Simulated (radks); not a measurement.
The dysprosium ion Dy2+, 64 electrons, occupied as [Xe] 4f10.

Calculated with a radial shooting solver on a logarithmic mesh with Libxc functionals: Dirac Kohn-Sham, PBEsol, spin-unpolarised, spherical densities, finite nucleus; open shells fill j = l - 1/2 first; Fermi nuclear charge, rms radius 5.2218 fm.

Energy parts (eV):
part                      energy
total                 -330959.10
kinetic                362943.39
electron-nucleus      -815264.25
Hartree                128439.44
exchange-correlation    -7077.67

Orbitals (lengths in bohr, moments of r in powers of bohr; r(max) is where P^2 peaks; r(90%) holds 90 % of the orbital's charge):
orbital	occ.	eigenvalue (eV)	<r>	<r^4>	r(90%)	r(max)
1s1/2	2	-53582.63	0.02112	9.930e-07	0.0383	0.01338
2s1/2	2	-8929.994	0.08925	0.0001555	0.139	0.07624
2p1/2	2	-8495.376	0.07439	0.00009562	0.123	0.05741
2p3/2	4	-7695.663	0.08144	0.0001280	0.132	0.06343
3s1/2	2	-1997.973	0.2342	0.005969	0.344	0.2157
3p1/2	2	-1808.081	0.2238	0.005388	0.336	0.2031
3p3/2	4	-1642.033	0.2372	0.006697	0.355	0.2158
3d3/2	4	-1315.027	0.2097	0.004774	0.327	0.1708
3d5/2	6	-1278.752	0.2138	0.005105	0.333	0.1744
4s1/2	2	-405.9219	0.5301	0.1469	0.762	0.4945
4p1/2	2	-331.0134	0.5406	0.1662	0.787	0.4977
4p3/2	4	-293.8561	0.5713	0.2071	0.832	0.5248
4d3/2	4	-170.4056	0.6040	0.2941	0.909	0.5299
4d5/2	6	-163.6807	0.6149	0.3162	0.925	0.5387
4f5/2	6	-17.4642	0.8589	3.198	1.51	0.5366
4f7/2	4	-16.5851	0.8769	3.596	1.54	0.5420
5s1/2	2	-62.9225	1.301	5.423	1.88	1.159
5p1/2	2	-42.7370	1.465	9.260	2.15	1.267
5p3/2	4	-37.9945	1.566	12.15	2.30	1.351
5d3/2	0	-13.6782	2.424	85.07	3.77	1.897
5d5/2	0	-13.3419	2.479	92.63	3.85	1.942
6s1/2	0	-14.3197	3.391	241.0	4.87	3.045
6p1/2	0	-10.3925	4.057	500.4	5.85	3.636
6p3/2	0	-9.8033	4.267	608.2	6.14	3.840

The highest occupied level is 4f7/2 at -16.585 eV. The density falls to 0.001 e/bohr^3 at r = 3.40 bohr.
